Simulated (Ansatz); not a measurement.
`C=NB(F)Br` and `C=NB(O)F` differ in one atom or group.

Ansatz, PBE0-D4/def2-TZVP geometries, multiplicity 1. Each molecule was computed in one conformer, which needn't be the lowest.

Scalar relativity is left out up to krypton.

```
                                                                                  property  `C=NB(F)Br`
                                                        HOMO energy (PBE0/def2-TZVPP) / eV        -7.86
                                                     HOMO–LUMO gap (B3LYP/def2-TZVPP) / eV         5.71
                                                       LUMO energy (B3LYP/def2-TZVPP) / eV        -1.92
                                                     LUMO energy (ωB97M-V/def2-TZVPP) / eV         0.58
ideal-gas entropy at 298 K and 1 bar (rigid rotor, harmonic PBE0-D4/def2-TZVP) / J/(mol·K)          331
                                          size of the dipole moment (B3LYP/def2-TZVPP) / D         3.24
```

Problem. What does the change do to each property? (Estimate.)

Solution. The calculation gave: 
```tsv
property	`C=NB(O)F`	shift
HOMO energy (PBE0/def2-TZVPP) / eV	-7.65	0.21
HOMO–LUMO gap (B3LYP/def2-TZVPP) / eV	6.04	0.33
LUMO energy (B3LYP/def2-TZVPP) / eV	-1.40	0.52
LUMO energy (ωB97M-V/def2-TZVPP) / eV	1.14	0.56
ideal-gas entropy at 298 K and 1 bar (rigid rotor, harmonic PBE0-D4/def2-TZVP) / J/(mol·K)	308	-23
size of the dipole moment (B3LYP/def2-TZVPP) / D	3.33	0.09
```

With PBE0 the HOMO rises by 0.21 eV and the LUMO rises by 0.54 eV, so the gap widens by about 0.33 eV. PBE moves the HOMO by 0.34 eV and ωB97M-V by 0.10 eV. The zero-point energy changes by 38.0 kJ/mol with +3 modes. Dipoles are sizes alone; their direction can turn.

B3LYP here is the variant with VWN-RPA as its local correlation; programs differ in this.

Spin–orbit coupling is left out; it splits and shifts lone-pair levels of the heavy atoms by tenths of an eV.
